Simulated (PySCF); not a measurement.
This PySCF input asks for the NMR shieldings of `CC(=O)CC[Si@H](N)O[SiH3]`, C4H13NO2Si2; the geometry comes from GFN2-xTB.

```python
import basis_set_exchange as bse
import numpy as np
from pyscf import gto, dft
from pyscf.prop import nmr

atoms = """
C    -3.439194    0.557190    0.388115
C    -2.826055   -0.809606    0.210560
O    -3.344433   -1.808419    0.644495
C    -1.507501   -0.846070   -0.530717
C    -0.434964    0.014260    0.137886
Si    1.251354   -0.181925   -0.711407
N     1.876663   -1.721590   -0.270521
O     2.267963    0.945897   -0.149299
Si    3.622010    1.643848    0.388606
H    -3.296536    1.169596   -0.497744
H    -2.953161    1.047982    1.229852
H    -4.498240    0.461377    0.614616
H    -1.671914   -0.495067   -1.552070
H    -1.178750   -1.885520   -0.577921
H    -0.359215   -0.267380    1.188995
H    -0.737355    1.060415    0.109859
H     1.153342    0.103362   -2.149285
H     1.302780   -2.541861   -0.371631
H     2.836553   -1.939633   -0.481731
H     4.403590    2.020030   -0.789523
H     4.354108    0.687057    1.217155
H     3.168542    2.805444    1.149291
"""
names = dict.fromkeys(["C", "O", "Si", "N", "H"], "pcSseg-1")
basis = {el: gto.basis.parse(bse.get_basis(n, elements=[el], fmt="nwchem")) for el, n in names.items()}
mol = gto.M(atom=atoms, basis=basis, charge=0, verbose=0)
mf = dft.RKS(mol, xc="PBE0")
mf.grids.level = 2
mf.grids.alignment = dft.numint.BLKSIZE   # the property module wants whole blocks of grid points
mf.conv_tol = 1e-9
mf.kernel()

calc = nmr.RKS(mf)   # GIAO
C = mf.mo_coeff
Co = C[:, mf.mo_occ > 0]
resp = mf.gen_response(singlet=True, hermi=2)
def vind(x):   # induced exchange potential for any number of trial vectors
    d = np.einsum("pi,xij,qj->xpq", C, 2 * x.reshape(-1, C.shape[1], Co.shape[1]), Co, optimize=True)
    return np.einsum("xpq,pi,qj->xij", resp(d - d.transpose(0, 2, 1)), C, Co, optimize=True).ravel()
mo1, _ = nmr.rhf.solve_mo1(calc, with_cphf=vind)
sigma = calc.kernel(mo1)
for i, s in enumerate(sigma):   # ppm
    print("%2d %-2s %9.2f" % (i, mol.atom_pure_symbol(i), np.trace(s) / 3))
```

Q: What does it print?

A: 
```
 0 C     158.79
 1 C     -26.87
 2 O    -349.57
 3 C     145.37
 4 C     168.71
 5 Si    372.79
 6 N     243.86
 7 O     302.75
 8 Si    396.06
 9 H      29.60
10 H      29.28
11 H      29.80
12 H      29.55
13 H      30.07
14 H      30.97
15 H      30.74
16 H      26.37
17 H      31.08
18 H      31.03
19 H      26.52
20 H      26.48
21 H      26.56
```

These numbers come from an equivalent density-fitted implementation of the same equations, which agrees with the script to about 0.01 ppm for H and up to a few tenths of a ppm for heavy atoms, so last digits may differ.

Q: Turn these shieldings into chemical shifts. Scale: ¹³C (σref 186.93) and ²⁹Si (σref 349.16) and ¹H (σref 31.72) vs TMS; ¹⁷O (σref 336.08) vs H2O; ¹⁵N (σref 267.73) against NH3 (reference shieldings calculated alike).

A: Averaging equivalent atoms: C 1: 213.8; C 3: 41.6; C 0: 28.1; C 4: 18.2; O 2: 685.7; O 7: 33.3; Si 5: -23.6; Si 8: -46.9; N 6: 23.9; H 16: 5.34; H 19/20/21: 5.20; H 12: 2.17; H 9/10/11: 2.15; H 13: 1.64; H 15: 0.98; H 14: 0.75; H 17/18: 0.66 ppm. Unscaled 17O shifts of doubly bonded oxygen tend to come out too high, by tens of ppm or more. Experimental scales use liquid or dissolved standards, which lie at an offset from isolated NH3 (liquid NH3: subtract about 20 ppm) and H2O (liquid H2O: subtract about 36 ppm).

Size and cost of the density-fitted run: 232 basis functions, 60 s wall time on 1 thread of an Arm Neoverse V2, shared host; peak memory 1 GiB.
